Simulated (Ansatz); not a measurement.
Consider the substitution at a C–N bond: `C[NH][Al]([OH])[OH]` + `FC1(S)CO1` → `CSC1(F)CO1` + `[NH2][Al]([OH])[OH]`.

Computed with Ansatz on PBE0-D4/def2-TZVP structures; ΔE is electronic, products minus reactants. CCSD(T)/CBS adds triple-zeta CCSD(T) − MP2 to the extrapolated MP2 energy (def2 sets, frozen cores). Functionals use def2-TZVPP. B3LYP here is the variant with VWN-RPA as its local correlation; programs differ in this. Each species was taken in one conformer, which may not be the lowest.

**Question.** Is it downhill or uphill in electronic energy at CCSD(T)/CBS, and by how much? (Best estimate.)

**Answer.** The calculation gave: Downhill: ΔE = -11.6 kcal/mol.

**Question.** What do these levels give: B3LYP-D4, ωB97X-V, ωB97M-V, PBE, r2SCAN, HF/def2-TZVPP, MP2/def2-TZVPP, CCSD/def2-TZVPP, CCSD(T)/def2-TZVPP, MP2/def2-QZVPP, SCS-MP2/def2-QZVPP, HF/CBS(def2)? (Estimate.)

**Answer.** The calculation gave: B3LYP-D4 -10.5, ωB97X-V -10.7, ωB97M-V -11.1, PBE -10.5, r2SCAN -11.4, HF/def2-TZVPP -9.7, MP2/def2-TZVPP -11.7, CCSD/def2-TZVPP -10.2, CCSD(T)/def2-TZVPP -10.5, MP2/def2-QZVPP -12.4, SCS-MP2/def2-QZVPP -11.5, HF/CBS(def2) -9.8 kcal/mol.

Largest T1 diagnostic among the species: 0.012.

In def2-TZVPP, CCSD(T) changes the Hartree–Fock value by −0.7 kcal/mol (the triples alone add −0.3 kcal/mol) and MP2 by −1.9 kcal/mol.
